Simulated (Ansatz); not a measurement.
`CC[SiH2][SiH2]F` + `O[SiH2]F` → `CO[SiH2]F` + `C[SiH2][SiH2]F`  (substitution at a C–C bond)

Gas-phase electronic energies from Ansatz, PBE0-D4/def2-TZVP geometries. CBS: MP2 limit from def2 TZ/QZ plus the TZ coupled-cluster correction, frozen cores. Functionals use def2-TZVPP. One conformer a species, not always the lowest.

```tsv
level	ΔE (kJ/mol)
PBE-D4	42.4
r2SCAN-D4	41.5
PBE0-D4	43.8
CCSD/def2-TZVPP	43.3
CCSD(T)/def2-TZVPP	44.3
MP2/def2-QZVPP	50.3
HF/CBS(def2)	31.5
MP2/CBS(def2)	51.3
```

(1) What does CCSD(T)/CBS give? (Best estimate.)

Largest T1 diagnostic among the species: 0.012.

## Answers

(1) The calculation gave: +46.1 kJ/mol. The listed levels differ from it by -3.7, -4.6, -2.3, -2.8, -1.8, 4.2, -14.6, 5.2 kJ/mol.

In def2-TZVPP, CCSD(T) changes the Hartree–Fock value by +12.2 kJ/mol (the triples alone add +1.0 kJ/mol) and MP2 by +17.3 kJ/mol.
